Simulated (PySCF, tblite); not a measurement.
Isomers of C5H14GeO. Computed with GFN2-xTB (tblite): harmonic, unscaled wavenumbers at the GFN2-xTB geometry, gas phase. Errors from tens to a few hundred cm⁻¹ against measured bands are possible. Modes of hydrogen on germanium can be 10 to 20 % off. One conformer each.

Electronic energies: PBE0-D3(BJ)/def2-SVP at its own geometries (PySCF, gas phase).

| SMILES | electronic energy, lowest = 0 (kJ/mol) |
| --- | --- |
| CC(C)(C)C[O][GeH3] | 26.2 |
| CC(C)[C@@H](C)[O][GeH3] | 24.1 |
| CC(C)CC[O][GeH3] | 35.2 |
| CC[CH2][Ge@H]([CH3])[O]C | 0.0 |

Question: How do GFN2-xTB zero-point energies change the relative energies?

Answer: 
| SMILES | ZPE (kJ/mol) | of it from modes above 1550 cm⁻¹ | electronic (kJ/mol) | with ZPE, lowest = 0 (kJ/mol) | lowest mode (cm⁻¹) | rings |
| --- | --- | --- | --- | --- | --- | --- |
| CC[CH2][Ge@H]([CH3])[O]C | 460.2 | 242.9 | 0.0 | 0.0 | 43 | 0 |
| CC(C)[C@@H](C)[O][GeH3] | 456.2 | 233.6 | 24.1 | 20.1 | 7 | 0 |
| CC(C)(C)C[O][GeH3] | 455.6 | 233.7 | 26.2 | 21.7 | 11 | 0 |
| CC(C)CC[O][GeH3] | 457.3 | 232.4 | 35.2 | 32.3 | 11i | 0 |

The zero-point energies span 4.6 kJ/mol, from `CC(C)(C)C[O][GeH3]` to `CC[CH2][Ge@H]([CH3])[O]C`. Slightly imaginary modes are left out of the zero-point energy: `CC(C)CC[O][GeH3]` 10.7i cm⁻¹. The order is unchanged.

Question: And how do the electronic energies of GFN2-xTB itself compare?

Answer: `CC[CH2][Ge@H]([CH3])[O]C` 61.3; `CC(C)[C@@H](C)[O][GeH3]` 0.0; `CC(C)(C)C[O][GeH3]` 3.7; `CC(C)CC[O][GeH3]` 14.3 kJ/mol, lowest = 0. Against the energies above, taken from the same isomer `CC[CH2][Ge@H]([CH3])[O]C`, the largest difference is 85.4 kJ/mol. The two levels were optimised apart and needn't hold the same conformer.
